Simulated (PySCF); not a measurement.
# Atomic charges against the basis set

C₂H₉NSi₂.
Cartesian coordinates in Å at the PBE0-D3(BJ)/def2-SVP level; atoms count from 1:
```
atom  x, y, z in Å
C1    -2.2017   -0.5211    0.1811
C2    -1.7466    0.0444   -0.9426
Si3   -0.0250    0.7642   -1.0714
N4     0.8244    0.6552    0.4466
Si5    2.0133   -0.5109    0.9487
H6    -3.2124   -0.9363    0.2642
H7    -1.5685   -0.5938    1.0737
H8    -2.4182    0.0963   -1.8108
H9    -0.1327    2.1986   -1.4880
H10    0.7713    0.0308   -2.1019
H11    0.5941    1.3767    1.1251
H12    3.3862    0.0729    1.0834
H13    2.0496   -1.5867   -0.0846
H14    1.6580   -1.1054    2.2761
```

PBE0 throughout (PySCF), one geometry, spherical d and f functions. The structure is a single PBE0-D3(BJ)/def2-SVP conformer in the gas phase; no vibrational or solvent corrections. The first 7 of 11 kinds of atom are listed.

Mulliken charges (e):

| basis | functions | C1 | C2 | Si3 | N4 | Si5 | H6 | H7 |
| --- | --- | --- | --- | --- | --- | --- | --- | --- |
| STO-3G | 42 | -0.173 | -0.261 | +0.721 | -0.658 | +0.639 | +0.074 | +0.073 |
| 6-31G | 71 | -0.314 | -0.431 | +0.879 | -1.155 | +0.752 | +0.163 | +0.172 |
| pcSseg-0 | 71 | -0.366 | -0.781 | +1.072 | -1.277 | +0.710 | +0.225 | +0.216 |
| 6-31G* | 96 | -0.365 | -0.316 | +0.596 | -0.895 | +0.500 | +0.174 | +0.180 |
| cc-pVDZ | 123 | -0.040 | -0.213 | +0.421 | -0.430 | +0.314 | +0.048 | +0.045 |
| def2-SVP | 123 | -0.072 | -0.291 | +0.577 | -0.583 | +0.469 | +0.059 | +0.051 |
| aug-cc-pVDZ | 204 | +0.761 | +0.369 | +0.010 | -0.533 | -0.471 | -0.389 | -0.409 |
| 6-311+G(2d,p) | 205 | -0.311 | -0.273 | +0.799 | -1.044 | +0.588 | +0.124 | +0.139 |
| def2-TZVP | 221 | -0.253 | -0.246 | +0.345 | -0.549 | +0.241 | +0.129 | +0.136 |
| IGLO-III | 283 | -0.198 | -0.331 | +0.912 | -0.745 | +0.808 | +0.112 | +0.091 |
| cc-pVTZ | 284 | -0.245 | -0.213 | +0.285 | -0.299 | +0.187 | +0.126 | +0.118 |
| pcSseg-2 | 320 | -0.083 | -0.293 | +0.786 | -0.780 | +0.712 | +0.063 | +0.063 |

IAO charges (e):

| basis | functions | C1 | C2 | Si3 | N4 | Si5 | H6 | H7 |
| --- | --- | --- | --- | --- | --- | --- | --- | --- |
| STO-3G | 42 | -0.258 | -0.400 | +0.830 | -0.801 | +0.717 | +0.128 | +0.121 |
| 6-31G | 71 | -0.280 | -0.420 | +0.749 | -0.867 | +0.582 | +0.151 | +0.147 |
| pcSseg-0 | 71 | -0.263 | -0.431 | +0.765 | -0.868 | +0.582 | +0.146 | +0.140 |
| 6-31G* | 96 | -0.265 | -0.443 | +0.869 | -0.918 | +0.716 | +0.145 | +0.141 |
| cc-pVDZ | 123 | -0.271 | -0.439 | +0.861 | -0.913 | +0.708 | +0.146 | +0.141 |
| def2-SVP | 123 | -0.261 | -0.439 | +0.877 | -0.913 | +0.728 | +0.142 | +0.136 |
| aug-cc-pVDZ | 204 | -0.283 | -0.445 | +0.864 | -0.929 | +0.710 | +0.151 | +0.146 |
| 6-311+G(2d,p) | 205 | -0.281 | -0.454 | +0.898 | -0.950 | +0.745 | +0.151 | +0.146 |
| def2-TZVP | 221 | -0.280 | -0.456 | +0.909 | -0.953 | +0.756 | +0.151 | +0.146 |
| IGLO-III | 283 | -0.283 | -0.456 | +0.907 | -0.954 | +0.753 | +0.152 | +0.147 |
| cc-pVTZ | 284 | -0.281 | -0.453 | +0.895 | -0.945 | +0.740 | +0.151 | +0.145 |
| pcSseg-2 | 320 | -0.280 | -0.456 | +0.907 | -0.954 | +0.754 | +0.151 | +0.145 |

Hirshfeld charges (e):

| basis | functions | C1 | C2 | Si3 | N4 | Si5 | H6 | H7 |
| --- | --- | --- | --- | --- | --- | --- | --- | --- |
| STO-3G | 42 | -0.069 | -0.121 | +0.444 | -0.357 | +0.411 | +0.022 | +0.019 |
| 6-31G | 71 | -0.079 | -0.145 | +0.353 | -0.342 | +0.339 | +0.047 | +0.042 |
| pcSseg-0 | 71 | -0.082 | -0.144 | +0.374 | -0.324 | +0.357 | +0.045 | +0.033 |
| 6-31G* | 96 | -0.076 | -0.142 | +0.336 | -0.319 | +0.328 | +0.047 | +0.043 |
| cc-pVDZ | 123 | -0.082 | -0.143 | +0.357 | -0.308 | +0.339 | +0.046 | +0.038 |
| def2-SVP | 123 | -0.084 | -0.144 | +0.362 | -0.308 | +0.346 | +0.047 | +0.037 |
| aug-cc-pVDZ | 204 | -0.090 | -0.153 | +0.369 | -0.335 | +0.347 | +0.050 | +0.042 |
| 6-311+G(2d,p) | 205 | -0.086 | -0.152 | +0.366 | -0.332 | +0.349 | +0.049 | +0.042 |
| def2-TZVP | 221 | -0.087 | -0.150 | +0.361 | -0.327 | +0.343 | +0.049 | +0.041 |
| IGLO-III | 283 | -0.091 | -0.149 | +0.361 | -0.325 | +0.339 | +0.049 | +0.040 |
| cc-pVTZ | 284 | -0.087 | -0.148 | +0.361 | -0.324 | +0.342 | +0.049 | +0.041 |
| pcSseg-2 | 320 | -0.089 | -0.151 | +0.368 | -0.334 | +0.350 | +0.050 | +0.042 |

ESP-fitted charges (e):

```
        basis  functions      C1      C2     Si3      N4     Si5      H6      H7
       STO-3G         42  -0.229  -0.139  +0.418  -0.453  +0.382  +0.091  +0.085
        6-31G         71  -0.282  -0.304  +0.536  -0.806  +0.545  +0.151  +0.144
     pcSseg-0         71  -0.269  -0.395  +0.654  -0.812  +0.641  +0.156  +0.141
       6-31G*         96  -0.293  -0.259  +0.431  -0.669  +0.416  +0.151  +0.145
      cc-pVDZ        123  -0.281  -0.237  +0.379  -0.566  +0.342  +0.142  +0.135
     def2-SVP        123  -0.264  -0.265  +0.442  -0.604  +0.415  +0.138  +0.130
  aug-cc-pVDZ        204  -0.332  -0.230  +0.416  -0.593  +0.383  +0.158  +0.155
6-311+G(2d,p)        205  -0.347  -0.232  +0.398  -0.612  +0.369  +0.164  +0.165
    def2-TZVP        221  -0.337  -0.227  +0.395  -0.591  +0.369  +0.160  +0.158
     IGLO-III        283  -0.326  -0.234  +0.408  -0.603  +0.381  +0.157  +0.154
      cc-pVTZ        284  -0.316  -0.238  +0.413  -0.584  +0.380  +0.155  +0.149
     pcSseg-2        320  -0.325  -0.246  +0.449  -0.631  +0.424  +0.158  +0.154
```

Question: Which scheme is steadiest as the basis changes?

Answer: Largest range over the bases for any column: Hirshfeld 0.11 e, IAO 0.17 e, ESP-fitted 0.36 e, Mulliken 1.28 e. Hirshfeld charges move least and Mulliken charges most, counted in e. Without the minimal STO-3G basis the ranges are Hirshfeld 0.04, IAO 0.17, ESP-fitted 0.30, Mulliken 1.28 e.

Question: How much do the charges still move between the two largest bases, cc-pVTZ and pcSseg-2?

Answer: At most, over all atoms: Mulliken 0.525 e, IAO 0.014 e, Hirshfeld 0.010 e, ESP-fitted 0.047 e.

Question: What do the same runs give for the total energy, the frontier levels and the dipole moment?

Answer: 
```csv
basis,energy (Eh),HOMO (eV),LUMO (eV),μ (D)
STO-3G,-706.5869,-3.52,3.62,0.50
6-31G,-714.8111,-7.00,0.15,0.97
pcSseg-0,-713.9635,-7.24,-0.08,0.85
6-31G*,-714.9179,-7.23,0.06,1.15
cc-pVDZ,-714.9576,-7.26,-0.13,1.07
def2-SVP,-714.6827,-7.36,-0.21,1.07
aug-cc-pVDZ,-714.9705,-7.38,-0.46,1.01
"6-311+G(2d,p)",-715.0248,-7.46,-0.48,1.06
def2-TZVP,-715.0403,-7.47,-0.41,1.11
IGLO-III,-715.0443,-7.45,-0.46,1.06
cc-pVTZ,-715.0393,-7.43,-0.35,1.08
pcSseg-2,-715.0546,-7.50,-0.46,1.03
```

The dipole is fixed by the density alone, so its range of 0.65 D shows that the density itself changes with the basis, not only its division among atoms.
